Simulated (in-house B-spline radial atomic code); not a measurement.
# How G0W0 and RPA depend on the start: the potassium ion K⁴⁺

Configuration [Ne] 3s2 3p3, highest spin. Computed with an all-electron radial atomic-structure program (B-spline basis): all electrons, non-relativistic, point nucleus, each spin shell either full or empty, empty states to l = 9 with an (l + 1/2)⁻⁴ tail; G0W0 by contour deformation at full frequency.

| start | mean-field 3p up (eV) | G0W0 (eV) | QP weight | RPA correlation (Eh) |
| --- | --- | --- | --- | --- |
| Hartree-Fock | -81.94 | -82.39 | 0.969 | -0.82655 |
| LDA VWN5 | -73.24 | -81.90 | 0.936 | -0.93748 |
| PBE | -73.35 | -81.88 | 0.937 | -0.93569 |
| PBE0 | -75.74 | -82.05 | 0.950 | -0.903 |
| r2SCAN | -74.24 | -82.02 | 0.944 | -0.91767 |
| HSE06 | -75.30 | -82.03 | 0.948 | -0.90698 |
| B3LYP (VWN-RPA) | -75.13 | -82.00 | 0.947 | -0.9098 |
| SCAN | -74.26 | -82.00 | 0.944 | -0.91724 |
| TPSS | -73.65 | ? | ? | ? |
| BHandHLYP | -77.79 | -82.16 | 0.958 | -0.87503 |
| CAM-B3LYP | -77.06 | -82.11 | 0.955 | -0.89224 |
| LC-wPBE | -78.69 | -82.18 | 0.960 | -0.88701 |
| wB97X | -78.17 | -82.13 | 0.959 | -0.88355 |
| PBEsol | -73.24 | -81.90 | 0.937 | -0.93615 |
| BLYP | -73.04 | -81.84 | 0.936 | -0.93634 |
| r2SCAN0 | -76.35 | ? | ? | ? |
| LDA exchange-only | -71.99 | -81.92 | 0.934 | -0.93677 |

What G0W0 level, weight and RPA correlation energy follow from the r2SCAN0 start?

G0W0 level -82.14 eV, weight 0.953, RPA correlation -0.89156 hartree.

What G0W0 level, weight and RPA correlation energy follow from the TPSS start?

G0W0 level -81.92 eV, weight 0.939, RPA correlation -0.92884 hartree.

How much of the dependence on the start does G0W0 remove?

The mean-field levels span 9.95 eV and the G0W0 levels 0.555 eV. Against 82.66 ± 0.16 eV (NIST, semi-empirical) the G0W0 removal energies are off by -0.82 to -0.27 eV, with relativity, Breit and QED terms left out.
